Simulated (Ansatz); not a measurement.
Basis-set extrapolation for C2H5BOSi (`BC1=C[SiH2]O1`) (PBE0-D4/def2-TZVP geometry, frozen core, Ansatz 0.2.0). Multiplicity 1, RHF reference.

```csv
,def2-TZVPP,def2-QZVPP
HF,-467.174376,-467.191780
MP2 correlation,-0.758059,-0.812068
CCSD(T) correlation,-0.830590,not run
```

Energies in hartree. Use E(X) = E(∞) + A·exp(−7.88·√X) for Hartree–Fock and E(X) = E(∞) + B·X^(−2.97) for correlation, with X = 3 and 4, and add CCSD(T) minus MP2 of the smaller set to the MP2 limit.

**Question.** What is the CCSD(T) energy at the basis-set limit?

**Answer.** HF limit: -467.191780 + (-0.017404) × 0.13774 = -467.19418. MP2 limit: -0.812068 + (-0.054009) × 0.74074 = -0.85207. Higher-order term: -0.830590 − (-0.758059) = -0.07253. Total: -468.11878 hartree, 3.10 eV below CCSD(T)/def2-TZVPP.
